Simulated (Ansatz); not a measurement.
System: sum formula BN₂H₃F, charge 0, multiplicity 2. It need not be the lowest isomer of its formula. 
Structure (B3LYP-D3(BJ)/def2-TZVP (Ansatz, a program for electronic structure) minimum search):
SMILES: [NH]B(N)F
```xyz
7

B      0.0380    -0.0045     0.0110
F      0.2720     1.2902    -0.2956
N      1.1354    -0.8693     0.4042
N     -1.2793    -0.4769     0.0053
H      1.9367    -0.8287    -0.2275
H     -2.0537     0.0761    -0.3202
H     -1.5135    -1.4128     0.2865
```
Charge 0, spin multiplicity 2.

Basis-set convergence of Hartree-Fock and CCSD(T) correlation energies (hartree) with Ansatz. Correlated levels leave the core frozen unless marked. UHF or UKS for open shells. No spin-orbit coupling. Non-relativistic.

| basis | functions | E(HF) | E(corr, CCSD(T)) |
|---|---|---|---|
| aug-cc-pVDZ | 119 | -234.89794 | -0.64844 |
| aug-cc-pVTZ | 253 | … | … |

### Question
What belongs in the gaps?

### Answer

- aug-cc-pVTZ, E(HF): -234.96176
- aug-cc-pVTZ, E(corr, CCSD(T)): -0.79081
